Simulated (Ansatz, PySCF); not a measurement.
This PySCF input computes a SVWN5/def2-TZVPD energy:

```python
from pyscf import gto, scf, dft

mol = gto.M(
    atom='''
    Si   -0.58542294    0.04984072   -0.44834611
    Br   -0.71460544   -1.54260799    1.20886359
    Br   -0.06014783    1.94855346    0.74241038
    Br    1.41951431   -0.46083802   -1.45748378
    O    -1.79633939    0.15293363   -1.37572636
    ''',
    basis='def2-tzvpd',
    charge=-1,
    spin=0,
    verbose=4,
)

mf = dft.RKS(mol, xc='svwn').density_fit(auxbasis='def2-universal-jkfit')
mf.grids.level = 3
mf.conv_tol = 1e-9
mf.max_cycle = 100
mf.max_memory = 1500
mf.kernel()
if not mf.converged:
    mf = mf.newton()
    mf.kernel(mf.make_rdm1())
mf.analyze()
```

Question: Write an input for the same energy in Ansatz (a program for electronic structure) and say what it gives.

Answer: 
Ansatz 0.2 input:
```yaml
crystal:
  periodic: [false, false, false]
  atoms:
    - {symbol: Si, position_ang: [-0.58542294, 0.04984072, -0.44834611]}
    - {symbol: Br, position_ang: [-0.71460544, -1.54260799, 1.20886359]}
    - {symbol: Br, position_ang: [-0.06014783, 1.94855346, 0.74241038]}
    - {symbol: Br, position_ang: [1.41951431, -0.46083802, -1.45748378]}
    - {symbol: O, position_ang: [-1.79633939, 0.15293363, -1.37572636]}
basis:
  gaussian:
    orbitals: def2-TZVPD
hamiltonian:
  xc: {name: SVWN5}
total_charge: -1
output: {forces: true}
```
It gives -8075.21969 Eh, and PySCF -8075.21977 Eh, a difference of 0.08 mEh, from the treatment of integrals and grids.

It need not be the lowest isomer of its formula. Whether it binds its extra electron was not tested at this geometry.
